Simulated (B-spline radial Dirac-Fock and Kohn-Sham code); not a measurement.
# Dipole and non-dipole photoemission parameters of Mo⁶⁺ 2s

System: molybdenum as Mo⁶⁺, configuration [Ar] 3d10 4s2 4p6; threshold 2939.5 eV (orbital energy of the model). Level of theory: Dirac-Hartree-Slater photoionisation with a Latter tail; cross sections with all multipoles, angular parameters from the dipole term and its interference with E2; a radial B-spline solver.

For linearly polarised light dσ/dΩ = σ/(4π) [1 + β P₂(cos θ) + (δ + γ cos²θ) sin θ cos φ], with θ from the polarisation vector and φ the angle between the beam and the projection of the electron momentum on the plane normal to the polarisation.

```csv
hν (eV),σ (kb),β,γ
2990,43.1,1.995,0.961
3990,26.4,1.996,0.015
4000,26.3,1.996,0.012
4580,20.6,1.996,-0.075
4770,19.2,1.996,-0.082
6000,12.4,1.996,-0.009
7240,8.50,1.996,0.152
11200,?,?,?
13700,2.13,1.996,1.083
```

Question: Give the values at 11200 eV.

Answer: σ = 3.36 kb, β = 1.996, γ = 0.736. For an s subshell δ is negligible.

Values without a named source are computed, but for edge energies of neutral atoms, which are taken from tables.
